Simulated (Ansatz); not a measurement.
One change: `C=CCCF` becomes `FC[CH2][GeH2][F]`.

Ansatz, PBE0-D4/def2-TZVP geometries, multiplicity 1. Each molecule was computed in one conformer, which needn't be the lowest.

Scalar relativity is left out up to krypton.

| property | `C=CCCF` |
| --- | --- |
| HOMO–LUMO gap (ωB97M-V/def2-TZVPP) / eV | 12.07 |
| LUMO energy (ωB97M-V/def2-TZVPP) / eV | 2.20 |
| HOMO–LUMO gap (PBE/def2-TZVPP) / eV | 5.56 |
| HOMO energy (PBE/def2-TZVPP) / eV | -6.46 |
| size of the dipole moment (B3LYP/def2-TZVPP) / D | 1.67 |
| LUMO energy (B3LYP/def2-TZVPP) / eV | -0.11 |

Task: What does the change do to each property? (Best estimate.)

Result: Computed: 
```
                                        property  `FC[CH2][GeH2][F]`  shift
         HOMO–LUMO gap (ωB97M-V/def2-TZVPP) / eV               13.24   1.17
           LUMO energy (ωB97M-V/def2-TZVPP) / eV                1.87  -0.33
             HOMO–LUMO gap (PBE/def2-TZVPP) / eV                6.80   1.24
               HOMO energy (PBE/def2-TZVPP) / eV               -7.65  -1.19
size of the dipole moment (B3LYP/def2-TZVPP) / D                2.16   0.49
             LUMO energy (B3LYP/def2-TZVPP) / eV               -0.23  -0.12
```

With PBE0 the HOMO falls by 1.54 eV and the LUMO falls by 0.10 eV, so the gap widens by about 1.44 eV. PBE moves the HOMO by -1.19 eV and ωB97M-V by -1.51 eV. Dipoles are sizes alone; their direction can turn.

B3LYP here is the variant with VWN-RPA as its local correlation; programs differ in this.
